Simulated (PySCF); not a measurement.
Species: C6H4FOP.
Cartesian coordinates in Å at the GFN2-xTB level; atoms count from 1:
```xyz
13
C6H4FOP angstrom
O     -3.1253    0.0068   -0.3816
C     -2.1151   -0.6436   -0.3241
C     -0.7688   -0.0763   -0.1020
C     -0.6447    1.2989    0.0543
P      0.8215    2.1764    0.3216
C      1.9550    0.8556    0.3244
C      1.6429   -0.4749    0.1492
C      0.3460   -0.9134   -0.0533
F      0.1634   -2.2402   -0.2126
H     -2.1304   -1.7416   -0.4374
H     -1.5693    1.8625   -0.0003
H      2.9955    1.1122    0.4774
H      2.4248   -1.2219    0.1668
```

Method used: PySCF, TDDFT CAM-B3LYP/def2-SVPD, vertical, gas phase, core orbitals frozen in the response.

Frontier orbitals with the atoms that hold most of them (Löwdin shares over 4%, at most four atoms; ? is withheld):

| orbital | ε (eV) | atoms |
| --- | --- | --- |
| HOMO-3 | -9.88 | P5 49%, O1 18%, C4 9%, C6 9% |
| HOMO-2 | -9.72 | C3 19%, C4 19%, C6 19%, C7 18% |
| HOMO-1 | -9.29 | ? |
| HOMO | -8.70 | P5 29%, C8 16%, C4 15%, C6 13% |
| LUMO | ? | ? |
| LUMO+1 | -0.80 | P5 33%, C4 22%, C8 14%, C6 10% |
| LUMO+2 | 1.16 | C2 22%, O1 16%, C7 15%, C6 11% |

Task: Give the leading atoms of the HOMO-1.

Result: O1 (bonded to C) 44%; P5 (bonded to 2 C) 18%; C2 (bonded to C, O and H) 13%; C3 (bonded to 3 C) 8%. By element: oxygen 44%, carbon 21% or more, phosphorus 18%.

Task: Give the leading atoms of the LUMO.

Result: C2 (bonded to C, O and H) 16%; O1 (bonded to C) 16%; C6 (bonded to C, P and H) 16%; C3 (bonded to 3 C) 13%. By element: carbon 45% or more, oxygen 16%.

Task: What is the LUMO energy, and the HOMO–LUMO gap?

Result: ε(LUMO) = -1.50 eV; the gap is 7.20 eV (0.2646 hartree).

Task: The HOMO–LUMO gap is 7.20 eV. Where does the response calculation put the lowest singlet, and from which orbitals?

Result: S1 is at 3.71 eV (f = 0.0001), 3.49 eV below the gap, made of HOMO-1→LUMO (76%), HOMO-3→LUMO (10%), HOMO-1→LUMO+2 (9%). Its leading pair isn't HOMO and LUMO; the energies of that pair differ by 7.79 eV. 

Task: Give energy, strength and leading configuration of S1, S2 and S8, and follow the Löwdin shares of the leading atoms from the occupied to the empty orbital.

Result: 
- S1 (3.71 eV, f 0.0001), HOMO-1→LUMO (76%): O1 44% → 16%, P5 18% → at most 13%, C2 13% → 16%
- S2 (4.28 eV, f 0.058), HOMO→LUMO (82%): P5 29% → at most 13%, C8 16% → at most 13%, C2 at most 13% → 16%, O1 at most 13% → 16%
- S8 (6.06 eV, f 0.132), HOMO-2→LUMO+1 (81%): C3 19% → at most 11%, C4 19% → 22%, P5 at most 19% → 33%

Cost: about 1.6 min of CPU time on one thread; the machine was shared, so the figure is rough.

One conformer stands for the species.
